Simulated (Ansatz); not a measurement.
Ligand-field states of [Ni(NH3)4]2+ (NiN4H12²⁺) at its PBE0-D4/def2-SVP geometry (relaxed as a singlet).

```xyz
17

Ni    0.000    0.000    0.000
N    -0.540   -1.586    1.000
H     0.191   -2.309    1.026
H    -1.367   -2.048    0.604
H    -0.787   -1.436    1.984
N    -0.046   -1.029   -1.657
H    -0.820   -0.756   -2.275
H    -0.146   -2.045   -1.553
H     0.806   -0.921   -2.221
N     0.501    1.596   -1.004
H    -0.077    2.413   -0.774
H     0.435    1.525   -2.025
H     1.471    1.889   -0.829
N     0.084    1.020    1.661
H    -0.841    1.179    2.078
H     0.500    1.955    1.594
H     0.638    0.555    2.390
```

CASSCF(8,5) on the Ni 3d shell in def2-SVP, averaged with equal weights over 10 triplets and 15 singlets, then SC-NEVPT2; Ansatz, no spin–orbit coupling. The space holds no ligand orbitals and no second d shell, so covalent complexes are described poorly.

Estimate the states' energies above the lowest.


```
     state  CASSCF (cm⁻¹)  NEVPT2 (cm⁻¹)
 triplet 1              0           1528
 triplet 2           1715           3500
 triplet 3           1715           3501
 triplet 4           7841           9985
 triplet 5          15613          22450
 triplet 6          16047          22850
 triplet 7          16048          22852
 triplet 8          25882          29821
 triplet 9          34478          38473
triplet 10          34481          38476
 singlet 1           5370              0
 singlet 2          17869          17759
 singlet 3          18697          18745
 singlet 4          18698          18745
 singlet 5          20733          20783
 singlet 6          32049          37100
 singlet 7          33481          38537
 singlet 8          36521          41231
 singlet 9          36522          41233
singlet 10          39909          44505
singlet 11          41790          46677
singlet 12          42164          46978
singlet 13          42167          46981
singlet 14          42370          47096
singlet 15          73133          72477
```
The lowest NEVPT2 state is a singlet. Hardware: 4 threads of Intel Xeon Platinum 8375C on a shared host. Wall time 21 s, peak host memory 0.8 GiB.
